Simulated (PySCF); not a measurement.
C₂H₆O₂Si₂, SMILES O=C1C[SiH2]O[SiH2]1.

Geometry optimised at PBE0-D3(BJ)/def2-SVP. The structure was generated by enumeration, and PubChem lists no compound with its InChIKey, so it may never have been made. Other conformers were not sampled.

Calculation: PBE/def2-TZVP in PySCF.

Isolated molecule, no solvent.

Computed frontier levels, gap, dipole moment and polarisability:
```json
{
  "highest_occupied_level": "-5.44 eV",
  "lowest_empty_level": "-2.58 eV",
  "orbital_gap": "2.85 eV",
  "dipole_moment": "1.86 D",
  "quadrupole, principal values (traceless, Buckingham form, about the centre of nuclear charge)": "-11.66, 4.38, 7.28 D·Å",
  "mean_static_polarisability": "78.5 bohr³ (11.63 Å³)",
  "polarisability_principal_values": "65.3, 79.9, 90.3 bohr³"
}
```
